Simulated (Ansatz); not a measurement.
CH5ClOSSi can be A, `C[Si](O)(S)Cl`, or B, `CO[SiH](S)Cl`.

Isolated molecules relaxed with PBE0-D4/def2-TZVP in Ansatz; ΔE leaves out vibrations. CBS: MP2 limit from def2 TZ/QZ plus the TZ coupled-cluster correction, frozen cores. Functionals use def2-TZVPP. B3LYP here is the variant with VWN-RPA as its local correlation; programs differ in this. One conformer a species, not always the lowest.

(1) Which isomer does CCSD(T)/CBS put lower? Give the gap. (Estimate.)

(2) Give E(B) − E(A) in kcal/mol with MP2/def2-TZVPP, CCSD/def2-TZVPP, CCSD(T)/def2-TZVPP, r2SCAN-D4, PBE-D4, B2PLYP, B3LYP. (An estimate is asked.)

Largest T1 diagnostic: 0.011.

## Answers

(1) Ansatz gave: A, by 27.8 kcal/mol.

(2) Computed: MP2/def2-TZVPP 28.8, CCSD/def2-TZVPP 26.8, CCSD(T)/def2-TZVPP 27.1, r2SCAN-D4 28.2, PBE-D4 27.4, B2PLYP 26.6, B3LYP 25.5. None reverses the order clearly.

In def2-TZVPP, CCSD(T) changes the Hartree–Fock value by +3.3 kcal/mol (the triples alone add +0.3 kcal/mol) and MP2 by +5.0 kcal/mol.
